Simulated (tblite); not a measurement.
C6H16OP2.
Structure used (GFN2-xTB), in Å, numbered top down from 1:
```
atom  x, y, z in Å
C1    -1.5661   -2.0503    0.0854
C2    -1.5543   -0.5283    0.2013
C3    -2.9056    0.0391   -0.2253
P4    -0.1937    0.2007   -0.8752
C5    -0.2949    1.9863   -0.2922
O6    -1.3110    2.7108   -0.9398
C7     1.2739   -0.2800    0.1785
C8     2.5917    0.1824   -0.4327
P9     4.0251   -0.3895    0.6194
H10   -0.6390   -2.4877    0.4494
H11   -1.7039   -2.3486   -0.9525
H12   -2.3868   -2.4623    0.6708
H13   -1.3510   -0.2427    1.2421
H14   -3.1341   -0.2596   -1.2472
H15   -3.6932   -0.3394    0.4246
H16   -2.9093    1.1252   -0.1761
H17   -0.5200    2.0267    0.7782
H18    0.6844    2.4602   -0.4616
H19   -1.1586    2.6751   -1.8910
H20    1.1578    0.1227    1.1901
H21    1.2822   -1.3712    0.2472
H22    2.6384    1.2741   -0.4744
H23    2.6948   -0.2019   -1.4502
H24    5.0037   -0.0947   -0.3281
H25    3.9585   -1.7230    0.2148
```

Computed with GFN2-xTB (tblite): harmonic, unscaled wavenumbers at the GFN2-xTB geometry, gas phase. Errors from tens to a few hundred cm⁻¹ against measured bands are possible. Modes of hydrogen on phosphorus can be 10 to 20 % off. One conformer, not necessarily the lowest.

Harmonic wavenumbers (cm⁻¹): 35.1, 58.4, 63.1, 81.1, 106.9, 173.5, 177.8, 188.7, 205.2, 214.8, 233.1, 257.6, 284.1, 324.9, 345.7, 385.1, 425.4, 647.2, 674.1, 703.7, 726.3, 738.5, 792.6, 827.0, 849.2, 932.5, 938.3, 940.1, 983.2, 1047.7, 1061.2, 1064.1, 1072.4, 1116.5, 1126.8, 1141.3, 1167.9, 1176.4, 1232.9, 1242.3, 1257.0, 1272.6, 1284.6, 1310.6, 1408.2, 1421.1, 1432.8, 1438.1, 1448.6, 1490.7, 1494.8, 1501.2, 1505.0, 2260.9, 2335.7, 2843.0, 2876.0, 2919.1, 2932.5, 2943.8, 2950.9, 2956.0, 3010.3, 3013.9, 3019.6, 3024.8, 3031.3, 3047.9, 3537.6.

A = 1671, B = 546.0, C = 435.7 MHz; mass 166.068 u (most abundant isotopes); point group C1, symmetry number 1.

**Question.** Zero-point energy?

**Answer.** ½Σν̃ = 45366 cm⁻¹ = 129.71 kcal/mol.

**Question.** Give the ideal-gas entropy at 500 K and 1 bar in the rigid-rotor, harmonic-oscillator model (classical rotation).

**Answer.** Translation 43.82, rotation 32.61, vibration 73.27: S = 149.7 cal/(mol K).

**Question.** And Cp and H(500 K) − H(0)?

**Answer.** Cp = 73.89 cal/(mol K), of which vibrations give 65.94 (their classical limit is 69 R = 137.1); H(500 K) − H(0) = 21.89 kcal/mol without the zero-point energy, 17.92 from vibrations.

**Question.** How do the functions run with temperature in this model?

**Answer.** 
```csv
T (K),S (cal/(mol K)),Cp (cal/(mol K)),H − H(0) (kcal/mol),G − H(0) (kcal/mol),ln q(vib)
50,63.8,16.6,0.58,-2.61,1.01
100,78.3,25.8,1.65,-6.18,3.06
298.15,117.8,50.4,9.25,-25.88,11.29
373.15,130.2,59.8,13.39,-35.19,14.16
750,183.8,94.1,43.08,-94.76,27.49
1000,212.8,107.7,68.41,-144.43,35.44
```

q(vib) and H(0) count from the zero-point level.

**Question.** Blend soft modes into free rotors: weight 1/[1 + (100 cm⁻¹/ν̃)⁴] for the oscillator and the rest for a rotor with moment μB/(μ + B), μ = h/(8π²ν), B = 10⁻⁴⁴ kg m². What vibrational entropy results?

**Answer.** 66.81 cal/(mol K) in place of 73.27, which changes −T·S at 500 K by +3.23 kcal/mol.

**Question.** What must be added to the electronic energy to get the Gibbs energy at 500 K and 1 bar?

**Answer.** ZPE + [H(500 K) − H(0)] − T·S = 129.71 + 21.89 − 74.85 = 76.75 kcal/mol.

**Question.** Which modes carry the vibrational entropy at 500 K?

**Answer.** 35.1 cm⁻¹: 6.54; 58.4 cm⁻¹: 5.53; 63.1 cm⁻¹: 5.38; 81.1 cm⁻¹: 4.88; 106.9 cm⁻¹: 4.34; 173.5 cm⁻¹: 3.39 cal/(mol K); the other 63 give 43.20 together.

Hindered rotation and anharmonicity are outside this model. Other conformers, if any are populated, would add a mixing term that is left out. The structure is chiral; the term R ln 2 for an equal mix with its mirror image is left out.
